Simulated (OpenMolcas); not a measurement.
## Co I: the spin-orbit constant, Racah parameters, worked from levels

- Program: OpenMolcas 26.06
- Basis: ANO-RCC-VQZP [7s6p4d3f2g1h]
- Scalar Hamiltonian: DKH2, point nucleus
- Active space: 9 electrons in 6 orbitals (3d 4s)
- State averaging: 2S+1 = 4 even, 20 roots; 2S+1 = 2 even, 40 roots kept (CI in the orbitals of an earlier block)
- Spin-orbit coupling: state interaction with AMFI integrals over the reference wave functions, term energies averaged over their components

Methods: CASSCF; MS-CASPT2, IPEA 0.25 Eh, imaginary shift 0.1 Eh (closed shells correlated: 3s 3p). Measured levels: NIST Handbook of Basic Atomic Spectroscopic Data.

**The spin-orbit constant.** For the Hund term ⁴F of d7, E(J) = (A/2) J(J+1) + constant and ζ = -2S·A = -3A. From J = 3/2 to J = 9/2 the energy changes by 10.5 A.

| Source | E(9/2) - E(3/2) | A | ζ |
| --- | --- | --- | --- |
| CASSCF | -1720.1 | -163.8 | 491 |
| MS-CASPT2 | -1717.1 | -163.5 | 491 |
| measured | -1809.3 | -172.3 | 517 |

All in cm-1. MS-CASPT2 is off by -5.1 % and CASSCF by -4.9 %. Both methods take the spin-orbit matrix elements from the reference wave functions, so the second can move ζ only through the term energies and any multistate remixing. Second-order mixing with other terms is absorbed into this ζ.

**Racah parameters.** Above ⁴F, d7 has ⁴P at 15B, ²G at 4B + 3C and ²H at 9B + 3C. The first two fix B and C, and the third tests them; where it misses by thousands of cm-1, two parameters do not describe the configuration (Trees and configuration-interaction terms are left out) and B and C hang on the terms chosen. Term energies are centres of gravity, weighted by 2J + 1.

```csv
Source,⁴P,²G,B,C,C/B,"²H from B, C",²H found
CASSCF,17361,17358,1157,4243,3.67,23142,23261
MS-CASPT2,14451,16155,963,4100,4.26,20967,22102
```

Energies in cm-1. From CASSCF to MS-CASPT2, B changes by -16.8 % and C by -3.4 %.

CASPT2 breaks the degeneracy within a term, and the mean is taken; among the terms shown or strongly mixed into the levels shown the widest spread is 2000 cm-1 (3d⁷ 4s² ⁴F, MS-CASPT2). Terms from blocks run as CI alone lack orbitals of their own. Without dynamic correlation excited terms often stand tens of per cent too high (terms of higher spin than the ground term too low), and those without a measured partner can miss by more than the paired ones (holds for CASSCF). Measured partners are found by configuration, term and J. A level has none where our copy of the source lacks it or the pairing is in doubt (some pairs that miss far off the trend of their configuration count as doubtful), and it then counts in no deviation. Levels of configurations outside the active space are missing.
